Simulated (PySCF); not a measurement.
Cd (cadmium, neutral) across methods

[Kr] 4d9 5s2 6s1, high-spin 3D determinant (an excited configuration). All numbers are calculated (PySCF 2.14, scalar relativity through the core potential, in aug-cc-pwCVDZ-PP with ECP28MDF). The B2PLYP total includes its PT2 part (frozen core); its orbital energies are those of the SCF part.

```json
{"method": "PBE", "E (hartree)": "-167.1993", "mean ε 5s α (eV)": "-10.950", "mean ε 5s β (eV)": "-10.638", "mean ε 6s α (eV)": "-1.741", "Σ⟨r²⟩ (bohr²)": "103.7", "⟨S²⟩": "2.001"}
{"method": "BHandHLYP", "E (hartree)": "-167.1081", "mean ε 5s α (eV)": "-12.486", "mean ε 5s β (eV)": "-12.177", "mean ε 6s α (eV)": "-2.054", "Σ⟨r²⟩ (bohr²)": "103.9", "⟨S²⟩": "2.001"}
{"method": "r2SCAN", "E (hartree)": "-167.2396", "mean ε 5s α (eV)": "-11.098", "mean ε 5s β (eV)": "-10.947", "mean ε 6s α (eV)": "-1.677", "Σ⟨r²⟩ (bohr²)": "103.8", "⟨S²⟩": "2.001"}
{"method": "LDA", "E (hartree)": "-166.8941", "mean ε 5s α (eV)": "-11.258", "mean ε 5s β (eV)": "-10.972", "mean ε 6s α (eV)": "-1.703", "Σ⟨r²⟩ (bohr²)": "101.2", "⟨S²⟩": "2.000"}
{"method": "B2PLYP", "E (hartree)": "-167.0306", "mean ε 5s α (eV)": "-12.394", "mean ε 5s β (eV)": "-12.051", "mean ε 6s α (eV)": "-2.069", "Σ⟨r²⟩ (bohr²)": "104.6", "⟨S²⟩": "2.001"}
{"method": "TPSSh", "E (hartree)": "-167.1267", "mean ε 5s α (eV)": "-11.218", "mean ε 5s β (eV)": "-10.904", "mean ε 6s α (eV)": "-1.798", "Σ⟨r²⟩ (bohr²)": "104.9", "⟨S²⟩": "2.001"}
{"method": "wB97X", "E (hartree)": "-167.2148", "mean ε 5s α (eV)": "-13.959", "mean ε 5s β (eV)": "-13.774", "mean ε 6s α (eV)": "-2.704", "Σ⟨r²⟩ (bohr²)": "105.3", "⟨S²⟩": "2.001"}
{"method": "UHF", "E (hartree)": "-166.33248", "mean ε 5s α (eV)": "-13.349", "mean ε 5s β (eV)": "-12.851", "mean ε 6s α (eV)": "-2.496", "Σ⟨r²⟩ (bohr²)": "107.2", "⟨S²⟩": "2.002"}
```

Question: Estimate the same row for PBE0.

Answer: E (hartree) = -167.1859; mean ε 5s α (eV) = -11.763; mean ε 5s β (eV) = -11.422; mean ε 6s α (eV) = -2.007; Σ⟨r²⟩ (bohr²) = 104.4; ⟨S²⟩ = 2.001.

Energies and moments cover only the electrons outside the core potential. The outer electron is Rydberg-like, and this basis confines it to a smaller radius and binds it less than a complete one would.
